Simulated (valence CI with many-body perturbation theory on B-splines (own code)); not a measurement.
Hyperfine factors and g values of W⁵²⁺

Computed by relativistic CI+MBPT: four valence electrons over a frozen Dirac-Fock core [Ar], radial functions for each j: 7 s, 7 p, 8 d, 6 f, 4 g, 1 h, with the one-electron correlation potential Σ1 (screened to all orders), the two-electron term Σ2, the three-electron term Σ3, Breit, model QED; selected single and double excitations, second order for the rest, scaled by the run's own slope (own B-spline code, finite nucleus).

No measured spectrum was set against this ion. As an estimate, large intervals hold to a few tenths of a per cent, small ones and those within an open d or f shell to about a per cent. Excitations out of the core, of the other parity, are not computed and may begin above about 241 eV (a cautious bound); beyond it only levels of the ground parity were kept, without lifetimes. Only levels of the ground parity were solved; by the run's estimate the other parity begins above the list, which can be wrong where configurations are misplaced.

A/g_I is the dipole constant over the nuclear g factor μ/I (μ in nuclear magnetons, uniformly magnetised nucleus), B/Q the quadrupole constant per barn. Both hold the static response of the core; the bare values leave it out. Large factors of s and p1/2 electrons are usually good to 5 to 10 %; those of open d and f shells near neutrality can be off by tens of per cent, and small factors of p3/2, d and f electrons come from cancelling terms and can be off by a factor of two or in sign, in half-filled shells by more. B is blank for J = 1/2, where it vanishes, and for nearly pure S terms. Energies count from the lowest level. Levels with J = 0 are left out.

Levels are named by their leading jj configuration (3d3/2^4 stands for four electrons in 3d with j = 3/2), which in mixed levels can hold well under half, so a name can repeat and another be missing. Letters in brackets count levels of one name in rising energy.

```
                    Level  E (cm⁻¹)      g  A/g_I (MHz)  A/g_I bare  B/Q (MHz/b)  B/Q bare
      (3d3/2^3 3d5/2) J=1    516830  1.490        -7050       -5480        19000     19100
      (3d3/2^3 3d5/2) J=4    612820  1.060        63200       63500         7050      6950
      (3d3/2^3 3d5/2) J=2    638220  1.195        42700       43400        57400     58000
      (3d3/2^3 3d5/2) J=3    665590  1.112        56900       57300        46400     46800
(3d3/2^2 3d5/2^2) J=2 [a]   1108100  1.278        17200       18200        33500     33900
(3d3/2^2 3d5/2^2) J=4 [a]   1126400  1.139        50700       51200       -23600    -24000
(3d3/2^2 3d5/2^2) J=3 [a]   1142900  1.175        40700       41300         8850      8920
    (3d3/2^2 3d5/2^2) J=5   1172200  1.078        57300       57700        51500     52000
    (3d3/2^2 3d5/2^2) J=6   1194900  1.066        61100       61400        64800     65400
    (3d3/2^2 3d5/2^2) J=1   1214400  1.066        67800       68100         9150      9210
(3d3/2^2 3d5/2^2) J=3 [b]   1239300  1.061        65500       65900        12800     12900
(3d3/2^2 3d5/2^2) J=4 [b]   1242300  1.027        65500       65700       -16800    -16900
(3d3/2^2 3d5/2^2) J=2 [b]   1258200  1.076        59300       59600        26700     27000
(3d3/2^2 3d5/2^2) J=2 [c]   1360200  0.968        80300       80300        -7210     -7330
(3d3/2^2 3d5/2^2) J=4 [c]   1403400  1.177        44600       45200        98400     99400
(3d3/2^2 3d5/2^2) J=2 [d]   1505700  1.122        56700       57200       -34000    -34300
  (3d3/2 3d5/2^3) J=4 [a]   1715900  1.162        41800       42400       -54000    -54600
  (3d3/2 3d5/2^3) J=3 [a]   1727100  1.194        32500       33200         3600      3700
  (3d3/2 3d5/2^3) J=1 [a]   1768800  1.004        55300       55500        26500     26800
      (3d3/2 3d5/2^3) J=5   1774700  1.133        49700       50200       -35400    -35800
      (3d3/2 3d5/2^3) J=6   1779100  1.077        56600       56900        71800     72700
  (3d3/2 3d5/2^3) J=2 [a]   1842900  1.058        63700       64000        49400     49800
  (3d3/2 3d5/2^3) J=3 [b]   1858800  1.085        56000       56400        13200     13400
  (3d3/2 3d5/2^3) J=3 [c]   1981000  1.053        61700       61900        80800     81600
  (3d3/2 3d5/2^3) J=1 [b]   1985200  1.397        13300       14600       -41600    -42000
  (3d3/2 3d5/2^3) J=4 [b]   1985800  1.045        62200       62500        71300     72100
  (3d3/2 3d5/2^3) J=2 [b]   2019400  1.107        54300       54800      -103000   -104000
            (3d5/2^4) J=4   2378900  1.159        41400       41900       -68800    -69400
            (3d5/2^4) J=2   2463100  1.105        43400       43800        48900     49400
```

(1) Take the isotope of mass number 183, with I = 1/2, μ = 0.11739 μN. What is the hyperfine structure of (3d3/2^3 3d5/2) J=4?

Results:

(1) From the table A = 14800 MHz. Shifts from the centre of gravity in MHz: F = 7/2: -37000, F = 9/2: 29600.
